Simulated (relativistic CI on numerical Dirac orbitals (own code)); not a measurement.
## One change at a time: Pt24+

Base calculation: Dirac-Coulomb-Breit CI, KLI orbitals optimised for each configuration, model QED, unscaled Slater integrals.

Configuration list (outside the closed core [Ar] 3d10 4p6 4d10): 4s2.4f8, 4s2.4f7.5s, 4s2.4f6.5s2, 4s2.4f7.6s, 4f10. Levels of other configurations are missing.

Variants: (1) P86 correlation estimate; (2) QED terms removed; (3) non-relativistic limit. Shifts of the energy above 4s2.4f8 7F_6, in cm⁻¹, for the lowest level and the first level of each name with at least 55 % of one term (blank where a level changes its place among those of its configuration and J or its character, or is not in the variant):

```
        Level      Base  Δ(1)    Δ(2)      Δ(3)
 4s2.4f8 7F_6       0.0   0.0     0.0       0.0
 4s2.4f8 7F_5   14553.4   0.0   -74.4  -14553.4
 4s2.4f8 7F_4   15189.2   0.0   -10.5  -15189.2
 4s2.4f8 7F_3   23869.8   0.0   -84.6  -23869.8
 4s2.4f8 7F_2   26384.8  +0.1   -71.3  -26384.8
 4s2.4f8 7F_1   30478.9  +0.1  -109.4  -30478.9
 4s2.4f8 7F_0   31508.8  +0.1  -107.4  -31508.8
4s2.4f8 5L_10   61770.5   0.0   -32.1   -2092.2
 4s2.4f8 5L_9   72022.1   0.0   -72.2  -12343.8
 4s2.4f8 5G_2   79697.6  +0.1   -72.0  -17111.8
 4s2.4f8 5D_3   85144.5  +0.1  -172.4          
 4s2.4f8 5K_9  100959.6   0.0   -85.2   -8628.6
 4s2.4f8 5H_3  102640.3   0.0  -155.1          
4s2.4f8 3O_12  110488.7  -0.1  -114.0  -11711.1
4s2.4f8 3O_11  111461.4  -0.1  -110.5  -12683.8
 4s2.4f8 5D_1  119909.1   0.0  -119.3          
4s2.4f8 3M_10  124246.4   0.0  -128.7  -23285.5
```

At this charge energies of transitions that change n are usually good to better than 1 %, and those within a shell (Δn = 0) to a few per cent. Terms inside the open d or f shell come out 10 to 20 % too wide with unscaled integrals.

Ionisation energy from the two ground configurations alone: base 745.331 eV; P86 correlation estimate 747.36 eV. The NIST ASD value (theoretical) is 760 eV.

LS names give the leading component of a level, which can be under half, so a name can repeat, a term be missing and a line seem to break the LS rules.
